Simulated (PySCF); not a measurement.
ClGe, SMILES [Cl][Ge] (connectivity only; charge and spin as stated), charge +1, multiplicity 1.

Coordinates come from a r2SCAN-D4/def2-TZVP optimisation. The spin state was assumed, not searched.

Two levels are set side by side: PBE/def2-TZVPD (PySCF) and HF/def2-TZVPD (PySCF). Same geometry, gas phase. Differences are taken from unrounded values.

| quantity | HF | PBE | PBE minus HF |
|---|---|---|---|
| orbital gap (eV) | 12.29 | 4.62 | -7.67 |
| highest occupied level (eV) | -18.58 | -14.97 | 3.62 |
| lowest empty level (eV) | -6.29 | -10.35 | -4.06 |
| mean polarisability (bohr³) | 33.2 | 33.9 | 0.6 |

Without exact exchange PBE keeps part of each electron's self-repulsion, which lifts occupied levels and narrows the gap. Differences between two approximate levels are no errors against the true value.

Rough cost on one machine, each run with all the roots and properties that it gave: HF against PBE about 1/3.
